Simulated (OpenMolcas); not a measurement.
## Dy2+ in a point-charge field

Dy2+ among 7 point charges of -0.5 e arranged as a pentagonal bipyramid (D5h), 2.67 Å from the ion, with the axial distance 2.910 Å.
```
   2.6700    0.0000    0.0000  -0.50
   0.8251    2.5393    0.0000  -0.50
  -2.1601    1.5694    0.0000  -0.50
  -2.1601   -1.5694    0.0000  -0.50
   0.8251   -2.5393    0.0000  -0.50
   0.0000    0.0000    2.9103  -0.50
   0.0000    0.0000   -2.9103  -0.50
```

| Property | Result |
| --- | --- |
| Program | OpenMolcas |
| Method | CASSCF |
| Basis | ANO-RCC-VDZP [7s6p4d2f1g] |
| Scalar Hamiltonian | DKH2, point nucleus |
| Active space | 10 electrons in 7 orbitals (4f) |
| State averaging | 2S+1 = 5 even, 35 roots (33 in the spin-orbit step); 2S+1 = 3 even, 106 roots kept (CI in the orbitals of an earlier block); 2S+1 = 1 even, 35 roots kept (CI in the orbitals of an earlier block, 31 in the spin-orbit step) |
| Spin-orbit coupling | RASSI with atomic mean-field integrals over the reference wave functions |

The lowest spin-free states, above the lowest:

```
   State  Degeneracy  E (cm-1)  Free-ion L (%)
2S+1 = 5           1       0.0         I (100)
2S+1 = 5           2       8.9         I (100)
2S+1 = 5           2      33.3         I (100)
2S+1 = 5           2      67.3         I (100)
2S+1 = 5           2     102.0         I (100)
2S+1 = 5           2     127.2         I (100)
2S+1 = 5           2     134.1         I (100)
2S+1 = 5           2     16354         F (100)
2S+1 = 5           1     16480         S (100)
2S+1 = 5           2     16501         F (100)
2S+1 = 5           2     16545         F (100)
2S+1 = 5           1     16556         F (100)
2S+1 = 3           2     19515         K (100)
2S+1 = 3           2     19529         K (100)
2S+1 = 3           2     19537         K (100)
2S+1 = 3           7     19540         K (100)
2S+1 = 3           2     19541         K (100)
2S+1 = 3           1     24895         H (100)
2S+1 = 3           2     24905         H (100)
2S+1 = 3           2     24934         H (100)
```

The lowest levels with spin-orbit coupling:

```tsv
E (cm-1)	Degeneracy	2S+1	J	|mJ| (%)	g
0.0	1	5	8.00	0 (100)	
4.1	2	5	8.00	1 (100)	0.00 0.00 2.50
15.9	2	5	8.00	2 (100)	0.00 0.00 4.99
34.1	2	5	8.00	3 (100)	0.00 0.00 7.49
56.1	2	5	8.00	4 (100)	0.00 0.00 9.97
79.0	2	5	8.00	5 (100)	0.00 0.00 12.46
99.3	2	5	8.00	6 (100)	0.00 0.00 14.94
113.1	2	5	8.00	7 (100)	0.00 0.00 17.42
117.1	2	5	8.00	8 (100)	0.00 0.00 19.91
4250	1	5	7.00	0 (100)	
4254	2	5	7.00	1 (100)	0.00 0.00 2.36
4265	2	5	7.00	2 (100)	0.00 0.00 4.72
4283	2	5	7.00	3 (100)	0.00 0.00 7.08
4304	2	5	7.00	4 (100)	0.00 0.00 9.42
4326	2	5	7.00	5 (100)	0.00 0.00 11.76
4345	2	5	7.00	6 (100)	0.00 0.00 14.11
4357	2	5	7.00	7 (100)	0.00 0.00 16.46
7396	1	5	6.00	0 (100)	
7400	2	5	6.00	1 (100)	0.00 0.00 2.16
7412	2	5	6.00	2 (100)	0.00 0.00 4.32
```

Powder χT (cm3 K/mol): 8.27 at 2 K, 12.8 at 10 K, 13.8 at 50 K, 13.9 at 100 K, 13.9 at 200 K, 14 at 300 K. The effective moment at 300 K is 2.828 √(χT) = 10.56 μB.

Hund's rules give f10 the level 5I8 with g = 1.250, so an isolated free-ion multiplet has χT = g² J(J+1) / 8 = 14.062 cm3 K/mol. The computed 13.956 at 300 K differs by -1 %, through the field's splitting, the mixing of terms and any other multiplet in reach.

Stevens parameters of the J = 8 multiplet, which is 117 cm-1 wide (cm-1, z along the main axis): B20 = 6.371e-01, B40 = -9.596e-04, B60 = 4.046e-07.

High states are left out of the spin-orbit mixing, which shifts the levels that they would mix with. Point charges carry no covalency, so the field is a model and not that of real ligands. An unlabelled pair can be two single states that coincide in this model. A group larger than the point group allows holds several states that coincide in this model. The first state left out of the spin-orbit step lies near 42000 cm-1 above the lowest spin-free state of the reference (among the parities and spins computed), and the lists stop at four fifths of that energy or lower. No measured value stands beside these numbers.

With an even number of electrons the g values are those of a degenerate or nearly degenerate non-Kramers pair.
